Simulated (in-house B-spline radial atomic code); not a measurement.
How numerical settings move a run on the sulfur ion S⁷⁺, [He] 2s2 2p5. Computed with an all-electron radial atomic-structure program (B-spline basis): non-relativistic CAM-B3LYP, spherical fractional occupations, point nucleus.

Command:
```bash
python run_scf.py task.json out
```
Settings of the sound reference run:
```
Z                16
electrons        9
configuration    [He] 2s2 2p5
hamiltonian      nr
method           camb3lyp
spin_polarised   False
knot_spacing     0.22
spline_order     8
gauss_points     12
box_radius       7.79
max_iterations   70
damping          0.5
damped_steps     3
diis_vectors     10
tolerance        1e-08
start            Thomas-Fermi
```

Cost of the run: 0.3 s on 1 thread of Arm Neoverse N1, with other jobs on the host.

It converges in 8 iterations to -377.334719 hartree, with 2p at -312.521 eV. The other runs change the listed settings, some to values that make no sense; their results aren't properties of the atom or ion. Radii are in bohr (the nuclear one in fm), a minus after a letter asks for a j subshell, and «unchanged» means within 1e-8 hartree. The run stops when the residual is below 10 × tolerance × max(1, Z/10), or a noise floor if that is larger, and the energy moves by less than 1e-8 × √|E| hartree; so very loose and very tight tolerances often act alike.

```tsv
changed settings	outcome
damped_steps = 30	converged in 19 iterations, energy unchanged
damped_steps = 1	converged in 7 iterations, energy unchanged, 2p level -3.9e-07 eV
first_knot = 0.00625, max_iterations = 75, start = bare nucleus	converged in 8 iterations, energy -5.52e-08 hartree from the reference
electrons = 12, configuration = [He] 2s2 2p5 3s3, max_iterations = 60	stopped with error: shell 3s holds at most 2 electrons
spline_order = 10	converged in 8 iterations, energy -7.07e-08 hartree from the reference, 2p level -1.8e-06 eV
electrons = 10, configuration = [He] 2s2 2p5 3s-1, max_iterations = 100	stopped with error: j subshells need the Dirac Hamiltonian and l > 0
knot_spacing = 0.55, gauss_points = 5, max_iterations = 100, damping = 0, diis_vectors = 0	converged in 14 iterations, energy +7.70e-04 hartree from the reference, 2p level -4.0e-05 eV
max_iterations = 75, damped_steps = 0, diis_vectors = 2, tolerance = 1e-06, start = bare nucleus	converged in 6 iterations, energy unchanged, 2p level -4.2e-05 eV
spline_order = 3	converged in 8 iterations, energy +6.69e-03 hartree from the reference, 2p level -2.6e-03 eV
spline_order = 6	converged in 8 iterations, energy +1.96e-07 hartree from the reference, 2p level -3.6e-06 eV
box_radius = 31.16, max_iterations = 100, damped_steps = 8, tolerance = 1e-05, start = bare nucleus	converged in 11 iterations, energy unchanged, 2p level -2.1e-04 eV
damped_steps = 0	converged in 6 iterations, energy unchanged, 2p level +1.4e-06 eV
damped_steps = 8	converged in 12 iterations, energy unchanged, 2p level +7.5e-07 eV
```

What happens with tolerance = 1e-06?

Converged in 7 iterations, energy unchanged, 2p level +4.9e-05 eV.

What happens with hamiltonian = dirac, method = revtpss,revtpss, nucleus = fermi, rms_radius = 3.2611, mass_number = 32, atomic_mass = 31.97207, speed_of_light = 137.036?

Stopped with error: meta-GGAs are not served with the Dirac Hamiltonian.

What happens with spline_order = 7?

Converged in 8 iterations, energy -6.46e-08 hartree from the reference, 2p level -3.2e-06 eV.

What happens with tolerance = 1e-13?

Converged in 9 iterations, energy unchanged, 2p level -8.2e-07 eV.
